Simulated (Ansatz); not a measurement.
A nudged elastic band was laid between two geometries of CH6GaN (9 atoms, charge 0, multiplicity 1).

Level of theory: RHF/def2-SVP (Ansatz 0.2.0).

```json
{
  "movable images": "7",
  "climbing image": "yes",
  "spring": "5.0 eV/Å²",
  "optimiser": "quadratic models (default)",
  "start path": "through a guess of the saddle point",
  "force threshold": "0.03 eV/Å",
  "iteration limit": "60",
  "end points": "relaxed"
}
```

First end point:

```xyz
9
Properties=species:S:1:pos:R:3
Ga 0.147 -0.233 0.490
H -0.274 -0.751 1.916
C 2.022 0.124 -0.055
H 2.629 -0.781 0.032
H 2.088 0.478 -1.086
H 2.478 0.877 0.593
N -1.201 0.039 -0.703
H -2.170 -0.119 -0.507
H -1.080 0.366 -1.642
```

Last end point:

```xyz
9
Properties=species:S:1:pos:R:3
Ga -2.703 -0.953 0.191
H 2.277 0.100 1.571
C 2.290 0.050 0.482
H 2.804 -0.859 0.169
H 1.268 0.041 0.105
H 2.820 0.918 0.087
N -1.587 0.026 -0.940
H -1.104 -0.339 -1.743
H -1.427 1.017 -0.885
```

Task: Which bonds break or form, and what moves?

Result: Bonds broken: Ga1–H2, Ga1–C3. Bonds formed: H2–C3. CH6GaN becomes CH4 + GaH2N.

Task: Give the energies along the band, and the barrier.

Result: The run converged. The highest image is number 2 of 0 to 8, 3.90 eV above the first end and 3.85 eV above the last; the last end lies 0.06 eV above the first. Neighbouring images differ by up to 3.9 eV, so the band resolves the path poorly. A vibrational analysis at the climbing image gives one clearly imaginary mode, 1693i cm⁻¹: a first-order saddle point. The orbitals stay closed-shell, which can raise the energy where a bond breaks towards radicals; this wasn't checked here.

| image | path coordinate (Å) | energy (eV) | Ga1–H2 (Å) | Ga1–C3 (Å) | H2–C3 (Å) |
| --- | --- | --- | --- | --- | --- |
| 0 | 0.00 | 0.00 | 1.57 | 1.99 | 3.15 |
| 1 | 1.57 | 0.03 | 1.57 | 1.98 | 3.11 |
| 2 | 3.15 | 3.90 | 1.54 | 2.31 | 1.75 |
| 3 | 4.26 | 0.32 | 2.41 | 3.17 | 1.10 |
| 4 | 5.37 | 0.10 | 3.55 | 4.12 | 1.09 |
| 5 | 6.48 | 0.09 | 4.19 | 4.71 | 1.09 |
| 6 | 7.59 | 0.09 | 4.34 | 4.86 | 1.09 |
| 7 | 8.70 | 0.07 | 4.65 | 4.88 | 1.09 |
| 8 | 9.81 | 0.06 | 5.27 | 5.10 | 1.09 |

Task: What is the geometry of the highest image?

Result: 
```xyz
9
Properties=species:S:1:pos:R:3
Ga -0.379 -0.093 0.828
H 0.933 0.019 1.633
C 1.813 0.117 0.121
H 1.919 -0.772 -0.508
H 1.753 1.025 -0.488
H 2.673 0.189 0.786
N -1.189 -0.150 -0.780
H -2.178 -0.240 -0.899
H -0.707 -0.096 -1.656
```

The band took 35 iterations and roughly 7 core-minutes.

Time of the run: 6.5 min on 1 thread of Arm Neoverse V1 (shared host), peak memory 0.17 GiB.
